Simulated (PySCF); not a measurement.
C4H5F (SMILES FC1=CCC1), singlet, geometry from GFN2-xTB; PySCF with MP2/cc-pVDZ.

PySCF was given this input:
```python
from pyscf import gto, scf, mp

mol = gto.Mole()
mol.atom = '''
    F     1.825605    0.131097    0.298708
    C     0.506652    0.097698    0.077224
    C    -0.412382    1.021317   -0.164747
    C    -1.510191   -0.012709   -0.255961
    C    -0.416135   -1.077999    0.028924
    H    -0.414154    2.088675   -0.263842
    H    -1.980819   -0.097680   -1.233225
    H    -2.277847    0.063786    0.511247
    H    -0.234125   -1.782983   -0.779851
    H    -0.531160   -1.621513    0.964663
'''
mol.basis = 'cc-pvdz'
mol.charge = 0
mol.spin = 0
mol.verbose = 4
mol.max_memory = 1800
mol.build()

mf = scf.RHF(mol)
mf.kernel()

pt = mp.MP2(mf, frozen=5)
pt.kernel()
print('E(MP2) = %.10f' % pt.e_tot)
```

What does PySCF print? Leave out banner, timings and long lists.


```
PySCF version 2.14.0

[INPUT] verbose = 4
[INPUT] num. atoms = 10
[INPUT] num. electrons = 38
[INPUT] charge = 0
[INPUT] spin (= nelec alpha-beta = 2S) = 0
[INPUT] symmetry False subgroup None
[INPUT] Mole.unit = angstrom
[INPUT] Symbol           X                Y                Z      unit          X                Y                Z       unit  Magmom
[INPUT]  1 F      1.825605000000   0.131097000000   0.298708000000 AA    3.449893461637   0.247737425752   0.564476311217 Bohr   0.0
[INPUT]  2 C      0.506652000000   0.097698000000   0.077224000000 AA    0.957433520463   0.184622462918   0.145932210243 Bohr   0.0
[INPUT]  3 C     -0.412382000000   1.021317000000  -0.164747000000 AA   -0.779289038700   1.930009416362  -0.311326709844 Bohr   0.0
[INPUT]  4 C     -1.510191000000  -0.012709000000  -0.255961000000 AA   -2.853847385783  -0.024016529317  -0.483696188570 Bohr   0.0
[INPUT]  5 C     -0.416135000000  -1.077999000000   0.028924000000 AA   -0.786381180846  -2.037122872555   0.054658438427 Bohr   0.0
[INPUT]  6 H     -0.414154000000   2.088675000000  -0.263842000000 AA   -0.782637633393   3.947023713226  -0.498589120157 Bohr   0.0
[INPUT]  7 H     -1.980819000000  -0.097680000000  -1.233225000000 AA   -3.743205412335  -0.184588447848  -2.330457499967 Bohr   0.0
[INPUT]  8 H     -2.277847000000   0.063786000000   0.511247000000 AA   -4.304506983662   0.120538070582   0.966116812006 Bohr   0.0
[INPUT]  9 H     -0.234125000000  -1.782983000000  -0.779851000000 AA   -0.442432128914  -3.369349554755  -1.473704807968 Bohr   0.0
[INPUT] 10 H     -0.531160000000  -1.621513000000   0.964663000000 AA   -1.003746928324  -3.064215477422   1.822948872501 Bohr   0.0

nuclear repulsion = 166.311972067335
number of shells = 40
number of NR pGTOs = 165
number of NR cGTOs = 95
basis = cc-pvdz
ecp = {}

******** <class 'pyscf.scf.hf.RHF'> ********
method = RHF
initial guess = minao
damping factor = 0
level_shift factor = 0
DIIS = <class 'pyscf.scf.diis.CDIIS'>
diis_start_cycle = 1
diis_space = 8
diis_damp = 0
SCF conv_tol = 1e-09
SCF conv_tol_grad = None
SCF max_cycles = 50
direct_scf = True
direct_scf_tol = 1e-13
Set gradient conv threshold to 3.16228e-05
Initial guess from minao.
init E= -255.01078796902
  HOMO = -0.225100875090089  LUMO = 0.10098153137958  gap/eV = 8.87315
cycle= 1 E= -253.692908608937  delta_E= 1.32  |g|= 0.533  |ddm|= 2.94
  HOMO = -0.392420577222542  LUMO = 0.141501290059597  gap/eV = 14.52875
cycle= 2 E= -253.755044335496  delta_E= -0.0621  |g|= 0.283  |ddm|= 0.663
  HOMO = -0.356532323987857  LUMO = 0.183502861697431  gap/eV = 14.69511
cycle= 3 E= -253.770135016958  delta_E= -0.0151  |g|= 0.0643  |ddm|= 0.225
  HOMO = -0.356439913563151  LUMO = 0.186821750740936  gap/eV = 14.78290
cycle= 4 E= -253.771529268953  delta_E= -0.00139  |g|= 0.0104  |ddm|= 0.0855
  HOMO = -0.358023406837141  LUMO = 0.18574860577434  gap/eV = 14.79679
cycle= 5 E= -253.771580944072  delta_E= -5.17e-05  |g|= 0.00362  |ddm|= 0.0189
  HOMO = -0.357416841606827  LUMO = 0.186294990879048  gap/eV = 14.79515
cycle= 6 E= -253.771588073874  delta_E= -7.13e-06  |g|= 0.00128  |ddm|= 0.00661
  HOMO = -0.357473758927998  LUMO = 0.186261685847354  gap/eV = 14.79580
cycle= 7 E= -253.771589167305  delta_E= -1.09e-06  |g|= 0.000451  |ddm|= 0.00265
  HOMO = -0.357484660597255  LUMO = 0.186258884852526  gap/eV = 14.79602
cycle= 8 E= -253.771589299225  delta_E= -1.32e-07  |g|= 0.000154  |ddm|= 0.000996
  HOMO = -0.35746115734102  LUMO = 0.186273632921549  gap/eV = 14.79578
cycle= 9 E= -253.77158931687  delta_E= -1.76e-08  |g|= 7.04e-05  |ddm|= 0.000307
  HOMO = -0.357465062492953  LUMO = 0.186270146303727  gap/eV = 14.79579
cycle= 10 E= -253.771589320199  delta_E= -3.33e-09  |g|= 1.95e-05  |ddm|= 0.000161
  HOMO = -0.35746614715045  LUMO = 0.186269257237536  gap/eV = 14.79579
cycle= 11 E= -253.77158932052  delta_E= -3.21e-10  |g|= 5.41e-06  |ddm|= 5.62e-05
  HOMO = -0.357465510982704  LUMO = 0.18626988133727  gap/eV = 14.79579
Extra cycle  E= -253.77158932053  delta_E= -9.66e-12  |g|= 2.45e-06  |ddm|= 7.14e-06
converged SCF energy = -253.77158932053

******** <class 'pyscf.mp.mp2.RMP2'> ********
nocc = 14, nmo = 90
frozen orbitals 5
E(RMP2) = -254.492166157834  E_corr = -0.720576837304019
E(SCS-RMP2) = -254.477349061944  E_corr = -0.705759741413859
E_corr(same-spin) = -0.183383611558805
E_corr(oppo-spin) = -0.537193225745215
E(MP2) = -254.4921661578
```
